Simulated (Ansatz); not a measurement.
System: MoO$_{2}$, net charge 0, triplet state. The spin state was set by rule; other spins were not relaxed. SMILES: [Mo](=[O])=[O]
Coordinates optimised at B3LYP-D3(BJ)/def2-TZVP (Ansatz, a program for electronic structure):
```
Mo
O 1 1.6966
O 1 1.6966 2 114.52
```
Charge 0, spin multiplicity 3.

Quantity: vertical ionisation energy (to the doublet state of charge +1; each state is the SCF solution reached for its spin; the UHF <S^2> is 2.11 for the doublet (pure: 0.75) and 2.11 for the triplet (pure: 2.00); for the doublet T1 is 0.123), in eV. Cores are frozen in the correlated levels unless marked. Open shells are spin-unrestricted. No spin-orbit coupling. The frozen core is the preceding noble-gas configuration, with the filled d and f shells of earlier blocks. Past Kr the def2 sets carry scalar-relativistic core potentials.  The program attaches cautions to a run behind HF/def2-SVPD: large difference. The program attaches cautions to a run behind HF/def2-TZVPPD: large difference. The program attaches cautions to a run behind CCSD/def2-SVPD: large difference.

| level | program | vertical ionisation energy (eV) |
|---|---|---|
| HF/def2-SVPD | Ansatz | 7.59 |
| HF/def2-TZVPPD | Ansatz | 7.53 |
| HF/def2-QZVPPD | Ansatz | 7.67 |
| wB97M-V/def2-TZVPD | Ansatz | 8.82 |
| B2PLYP/def2-TZVPD | Ansatz | 8.88 |
| CCSD/def2-SVPD | Ansatz | 8.43 |
